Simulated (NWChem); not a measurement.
System: AlH, singlet; SMILES [AlH]

```xyz
2

Al     0.0000     0.0000     0.1423
H      0.0000     0.0000    -1.5249
```
Atoms are numbered in this order, from 1.

Program: NWChem. Geometry optimised at PBE0/def2-SVP; all other runs use it. Pople sets run with spherical d functions. Low-valent species are run as closed-shell singlets; no triplet was tried in these runs. Vzz has the sign of the potential's second derivative.

```csv
quantity,level,value
"vertical, lowest state with f > 0.02, singlet (eV)","LDA (Slater exchange, VWN5)/aug-cc-pVDZ, TDA",2.79
"J(27Al atom 1, 1H atom 2) (Hz)",B3LYP/6-31G**,7.0
Vzz Al1 (a.u.),Hartree-Fock/6-31G*,?
anisotropy (bohr³) at 589 nm,B3LYP/STO-3G,0.7
dipole (D),PBE0/def2-SVP,?
highest harmonic frequency (cm⁻¹),PBE0/def2-SVP,?
```

Task: What belongs in the gaps?

Result: 
- Vzz Al1 (a.u.), value: -1.193
- dipole (D), value: 0.10
- highest harmonic frequency (cm⁻¹), value: 1660
